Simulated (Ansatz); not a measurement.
Frontier orbitals of GaH$_{5}$OSi, SMILES `[SiH3][O][GaH2]`.

Cartesian coordinates in Å:
```
Si 0.284 1.275 -0.393
O 0.540 -0.322 -0.194
Ga -0.285 -1.750 0.489
H -1.039 1.688 0.158
H 0.317 1.618 -1.841
H 1.345 2.050 0.305
H 0.530 -3.068 0.360
H -1.691 -1.492 1.115
```

The species carries charge 0 and has multiplicity 1. Correlated methods include outer-core shells of Ga, which these sets cover unevenly. Scalar relativity is left out up to krypton. The geometry is a stationary point of PBE0-D4/def2-TZVP. Basis def2-TZVPP, the Gaussian-basis code of Ansatz.

A caution on the coupled-cluster cation, which keeps the state that its UHF reference found: large T1 diagnostic of the cation.

Orbital energies of one run (eV). Highest occupied ones, from the top: -6.97, -7.19, -7.79, -9.06, -9.11, -9.32, -11.38, -13.28, -19.98, -20.11, -20.22, -20.28, -20.37, -24.10. Empty: -2.28, -0.90, 0.02, 0.88, 1.11, 1.17.

Q: Which functional gave them?
A. ωB97M-V
B. PBE
C. ωB97X-V
D. r2SCAN0

A: B. HOMO energies: PBE -6.97, ωB97X-V -10.78, ωB97M-V -10.64, r2SCAN0 -8.59 eV.
